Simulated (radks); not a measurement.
Problem. Species: the tantalum ion Ta29+. Configuration: [Kr] 4d6 4f2 (not the ground configuration). Method: Dirac Kohn-Sham, exchange-only LDA, spin-unpolarised, spherical densities, point nucleus; open shells fill j = l - 1/2 first; computed with a radial shooting solver on a logarithmic mesh with Libxc functionals. Some entries of the table are withheld. Estimate them.

orbital  occ.  eigenvalue (hartree)  <r> (bohr)
1s1/2       2             -2508.672     0.01867
2s1/2       2             -462.6666     0.07838
2p1/2       2             -443.9574     0.06490
2p3/2       4             -397.3373     0.07273
3s1/2       2             -135.1238      0.2035
3p1/2       2             -126.8649         (1)
3p3/2       4             -116.7153         (2)
3d3/2       4             -102.8251      0.1817
3d5/2       6             -100.6091      0.1860
4s1/2       2             -54.30712      0.4295
4p1/2       2                   (3)      0.4290
4p3/2       4                   (4)      0.4530
4d3/2       4             -42.23418      0.4482
4d5/2       2             -41.64437      0.4552
4f5/2       2             -34.64704      0.4323
4f7/2       0             -34.49749      0.4352
5s1/2       0             -28.73581      0.7750
5p1/2       0             -27.17598      0.7880
5p3/2       0             -26.09180      0.8204
5d3/2       0             -23.55005         (5)
5d5/2       0             -23.32054         (6)
5f5/2       0             -20.37803      0.8673
5f7/2       0             -20.31678      0.8707

Solution. 
(1) 3p1/2 <r> (bohr): 0.1934
(2) 3p3/2 <r> (bohr): 0.2076
(3) 4p1/2 eigenvalue (hartree): -50.81894
(4) 4p3/2 eigenvalue (hartree): -47.96836
(5) 5d3/2 <r> (bohr): 0.8424
(6) 5d5/2 <r> (bohr): 0.8513
